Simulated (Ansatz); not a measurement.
Job for Ansatz (an electronic-structure program): R-MP2/aug-cc-pVTZ on GeH4 (SMILES [GeH4]). The run froze 14 orbitals, filled d shells among them.

Ansatz 0.2 input:
```yaml
crystal:
  periodic: [false, false, false]
  atoms:
    - {symbol: Ge, position_ang: [-0.15182131, -0.51402076, -0.00192693]}
    - {symbol: H, position_ang: [-1.49489666, 0.14345315, 0.32297864]}
    - {symbol: H, position_ang: [0.05049723, -0.53408449, -1.53086324]}
    - {symbol: H, position_ang: [-0.07597583, -1.94448337, 0.53690278]}
    - {symbol: H, position_ang: [0.99626272, 0.32648531, 0.59237580]}
basis:
  gaussian:
    orbitals: aug-cc-pVTZ
magnetization: {spin_polarized: false}
correlation: {method: mp2, electrons: outside_noble_gas}
scf: {lower_state_search: off}
```

Output:

```
Functional definition: HF
[...]
these checks for a lower state are left out or cut short: stability, starts, cluster_reference, orbital_swaps, neighbouring_geometries, increment
integrals: 0.15 GiB planned
857 factors; integrals over basis functions are off by at most 1.3e-3 eV
mean field: 0.36 GiB planned
mean field evaluation 1: about -56537.0212 eV, gradient 9.7e0 eV
mean field evaluation 2: about -56537.0347 eV, gradient 9.7e0 eV
mean field evaluation 4: about -56537.5819 eV, gradient 1.1e0 eV
mean field evaluation 8: about -56537.5844 eV, gradient 2.9e-4 eV
mean field -56537.58437657 eV, -2077.7179032880 hartree, gradient 2.0e-6 eV, S^2 0.000000; 0 other end points of the search recorded, 0 dependent functions left out
14 core orbitals not correlated
reference -56537.58437657 eV, -2077.7179032880 hartree; 4, 4 occupied and 133, 133 virtual orbitals, 857 factors
second order -3.84177697 eV of doubles, -0.00000000 eV of singles
Total energy: -56541.42615355 eV, -2077.8590859878 hartree
Checks for a lower state left out: stability, starts, cluster_reference, orbital_swaps, neighbouring_geometries, increment
```

The calculation finished and met its thresholds.

Cost: about 2.5 core-seconds (a rough figure).
